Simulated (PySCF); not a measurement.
CH6AlClSi, SMILES [CH3][Al]([Cl])[SiH3], CAM-B3LYP/def2-SVP optimised geometry.

```
10

Al     0.57     0.08     0.00
Cl     1.50     1.11    -1.60
C      1.75    -0.75     1.30
H      2.43    -1.47     0.80
H      1.21    -1.29     2.10
H      2.40     0.00     1.77
Si    -1.87     0.08     0.00
H     -2.43    -0.62     1.19
H     -2.40    -0.60    -1.22
H     -2.40     1.47     0.00
```

Density from CAM-B3LYP/def2-TZVP run with PySCF at that geometry.

Minimum of the electron density along straight lines between bonded atoms, close to the bond critical point (lines longer than 1.1 times the sum of covalent radii, or with two minima, are not listed):

```csv
bond,length / Å,ρ at the minimum / e bohr⁻³,∇²ρ there / e bohr⁻⁵,position (fraction from the first atom)
Al1–Cl2,2.116,0.072,0.29,0.38
Al1–C3,1.942,0.090,0.26,0.41
C3–H4,1.103,0.263,-0.85,0.64
C3–H5,1.101,0.266,-0.87,0.64
C3–H6,1.103,0.263,-0.85,0.64
Al1–Si7,2.444,0.067,0.00,0.36
Si7–H8,1.493,0.118,0.15,0.49
Si7–H9,1.493,0.118,0.15,0.49
Si7–H10,1.493,0.118,0.15,0.49
```
